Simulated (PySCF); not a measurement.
Species: C5H7N3O2.
Atom-mapped SMILES: `[CH3:1][O:2][C:3](=[O:4])[c:5]1[cH:6][n:7]([CH3:8])[n:9][n:10]1`

Probes without a nucleus sit at each ring's centroid and 1 Å off its mean plane on both sides; NICS is minus the shielding there, NICSzz its component along the normal. Level: GIAO PBE0/pcSseg-1 (PySCF, non-relativistic, gas phase) on the GFN2-xTB geometry, one conformer.

Ring bond lengths (Å), with Mayer bond orders in brackets: C5–C6 1.387 (1.37), C6–N7 1.344 (1.18), N7–N9 1.334 (1.15), N9–N10 1.270 (1.51), N10–C5 1.355 (1.32).

Q: Give the NICS values of each ring in ppm.

A: 
| ring | type | NICS(0) | NICS(1), two faces | NICS(1)zz, two faces | rms pucker (Å) | centre to ring atoms, mean (Å) |
| --- | --- | --- | --- | --- | --- | --- |
| C5–C6–N7–N9–N10 | 5-membered ring with 3 N; formal bonds all aromatic | -12.4 | -12.8 / -12.8 | -31.3 / -31.3 | 0.00 | 1.14 |

Q: What can be read from them?

A: 
- C5–C6–N7–N9–N10: mean NICS(1)zz -31.3 ppm, shielded. For a flat ring without four-coordinate atoms the NICS criterion counts such a value as aromatic.

Q: And the bond-length index? HOMA takes Krygowski's 1993 parameters.

A: 
- C5–C6–N7–N9–N10: HOMA 0.93; the largest term is that of N9–N10, α(R − Ropt)² = 0.20. The geometric and the magnetic index point the same way.

Q: At the second NICS(1) probe listed for ring C5–C6–N7–N9–N10, 1 Å off the ring, what do the in-plane components average?

A: The isotropic value is a third of the trace: (3 × -12.8 − (-31.3))/2 = -3.6 ppm.

Q: What are the shieldings of the ring atoms and their hydrogens in the same run (means over atoms taken as equivalent)?

A: 
```json
{"atoms": "C5", "environment": "substituted aromatic carbon", "σ isotropic (ppm)": "38.8"}
{"atoms": "C6", "environment": "aromatic CH next to a ring nitrogen", "σ isotropic (ppm)": "50.6"}
{"atoms": "N7", "environment": "pyrrole-type nitrogen", "σ isotropic (ppm)": "6.8"}
{"atoms": "N9", "environment": "pyridine-type nitrogen", "σ isotropic (ppm)": "-138.3"}
{"atoms": "N10", "environment": "pyridine-type nitrogen", "σ isotropic (ppm)": "-126.0"}
{"atoms": "H on C6", "environment": "aromatic hydrogen", "σ isotropic (ppm)": "23.53"}
```

The values belong to the conformer `[CH3:1][O:2][C:3](=[O:4])[c:5]1[cH:6][n:7]([CH3:8])[n:9][n:10]1`: C1–O2–C3–O4 0°, O2–C3–C5–C6 180°.
